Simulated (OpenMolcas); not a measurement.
An atom or ion with 21 electrons was computed by SS-RASPT2, IPEA 0.25 Eh, imaginary shift 0.1 Eh with spin-orbit coupling (OpenMolcas, ANO-RCC-VQZP, DKH2). The lowest levels that the run gave, each within 12 % of the measured value where one is at hand:

| J | Parity | E (cm-1) | g |
| --- | --- | --- | --- |
| 3/2 | even | 0.0 | 0.399 |
| 5/2 | even | 374 | 1.029 |
| 7/2 | even | 881 | 1.239 |
| 9/2 | even | 1506 | 1.334 |
| 1/2 | even | 17210 | 2.657 |
| 3/2 | even | 17350 | 1.727 |
| 5/2 | even | 17810 | 1.601 |
| 7/2 | even | 18240 | 0.889 |
| 9/2 | even | 18760 | 1.109 |
| 3/2 | even | 23530 | 1.203 |
| 1/2 | even | 23550 | 0.680 |
| 9/2 | even | 25250 | 0.911 |

Question: Which ion is it, and what are the configurations and terms?

Answer: Mn4+ (Z = 25, charge +4; active space 9 electrons in 8 orbitals (RAS1 3p, at most 2 holes; RAS2 3d)). J, parity and g give the terms where levels are pure, and mixed ones are named by the computed weights; the size of the splittings, set against known spectra of the 21-electron sequence, gives the charge. In order, with the measured energies in cm-1 (Corliss and Sugar, J. Phys. Chem. Ref. Data 6, 1253 (1977)): 3d3 4F 3/2, 3d3 4F 5/2 (359), 3d3 4F 7/2 (835), 3d3 4F 9/2 (1412), 3d3 4P 1/2 (16434), 3d3 4P 3/2 (16595), 3d3 4P 5/2 (17049), 3d3 2G 7/2 (17892), 3d3 2G 9/2 (18399), 3d3 2P 3/2 [73 %] (22919), 3d3 2P 1/2 (23082), 3d3 2H 9/2 (24975).

CASPT2 does not keep the components of a term degenerate, so their means are used; among the terms shown or strongly mixed into the levels shown the widest spread is 310 cm-1 (3d3 4F). Active for correlation alone: 3p; no level in the range computed is led by a configuration that opens it, so any true level of that kind is missing. The CASPT2 spread within a term exceeds the gap to the next term for 3d3 2D(1) and 3d3 2H, so the order of their levels is uncertain. Computed and measured levels are paired by configuration, term and J; levels that our copy of the source lacks, or whose pairing is in doubt (as where it misses far off the trend of its configuration), stay unpaired and out of the deviations. Only configurations of the active space appear.

A share in square brackets marks a mixed level and gives the weight of the term that names it. A number in round brackets counts repeated terms of one configuration in the order of the reference energies.
